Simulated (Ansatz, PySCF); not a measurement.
Bond stretch in SMILES F[SiH3]. The Si1–F5 bond (Si1 also carries H, H, H; F5 carries nothing else) is varied alone, starting from the PBE0/def2-TZVP optimised geometry.

Levels: RKS-PBE0 = restricted PBE0/6-31G run with PySCF; RCCSD = CCSD on RHF/6-31G, 6 core orbitals frozen (PySCF); RHF/LANL2DZ = PySCF with restricted Hartree-Fock/LANL2DZ, with its core potentials past Ne; RKS-PBE = restricted PBE/6-31G (Ansatz, a program for electronic structure); UKS-PBE = unrestricted PBE/6-31G run with Ansatz.

Energies are in kJ/mol, each relative to the lowest point of its own curve near equilibrium.

| R / Å | RKS-PBE0 | RCCSD | RHF/LANL2DZ | RKS-PBE | UKS-PBE |
|---|---|---|---|---|---|
| 1.28 | 525.8 | 545.0 | 454.0 | 545.3 | 545.3 |
| 1.36 | 292.8 | 306.5 | 244.4 | 308.5 | 308.5 |
| 1.42 | 176.8 | 187.1 | 141.8 | 189.7 | 189.7 |
| 1.52 | 61.0 | 66.6 | 42.7 | 69.3 | 69.3 |
| 1.56 | 34.6 | 38.6 | 21.3 | 41.0 | 41.0 |
| 1.60 | 16.6 | 19.3 | 7.8 | 21.2 | 21.2 |
| 1.63 | 7.9 | 9.7 | 2.0 | 11.1 | 11.1 |
| 1.70 | 0.0 | 0.0 | 0.0 | 0.0 | 0.0 |
| 1.74 | 1.8 | 1.0 | 4.6 | 0.0 | 0.0 |
| 1.86 | 25.8 | 23.3 | 35.6 | 18.5 | 18.5 |
| 2.00 | 74.5 | 71.3 | 90.9 | 60.9 | 60.9 |
| 2.15 | 136.3 | 133.2 | 159.4 | 116.3 | 116.3 |
| 2.40 | 239.9 | 237.2 | 274.3 | 209.9 | 209.9 |
| 2.62 | 321.0 | 317.1 | 366.3 | 283.2 | 283.2 |
| 2.91 | 408.9 | 399.5 | 469.3 | 362.0 | 361.6 |
| 3.18 | 473.1 | 452.9 | 547.4 | 418.4 | 409.1 |
| 3.56 | 540.3 | 496.1 | 633.6 | 475.5 | 448.1 |
| 3.95 | 587.9 | 514.5 | 699.9 | 514.2 | 470.3 |
| 4.35 | 620.6 | 858.4 | 750.8 | 539.5 | 483.3 |
| 4.83 | 645.6 | 520.9 | 795.1 | 557.7 | 491.8 |
| 5.59 | 667.1 | 520.0 | 840.9 | 571.5 | 497.7 |

At the longest distance, 5.59 Å, RHF/LANL2DZ lies highest above its minimum (840.9 kJ/mol) and UKS-PBE lowest (497.7 kJ/mol).

The RCCSD curve passes through a maximum at 4.35 Å and then falls by 338.4 kJ/mol up to the last usable point.

At the longest distance RKS-PBE0 leaves fractional charges on the fragments, a sign of delocalisation error or of the restricted form. The restricted form behind RKS-PBE0, RHF/LANL2DZ, RKS-PBE keeps the bonding electrons paired and can't separate into open-shell fragments. The T1 diagnostic of CCSD on the restricted reference of RCCSD exceeds 0.045 at 2.91 to 5.59 Å. The unrestricted determinant behind UKS-PBE is spin-contaminated at 2.91 to 5.59 Å (<S²> up to 0.8, against 0.00 for a pure singlet).
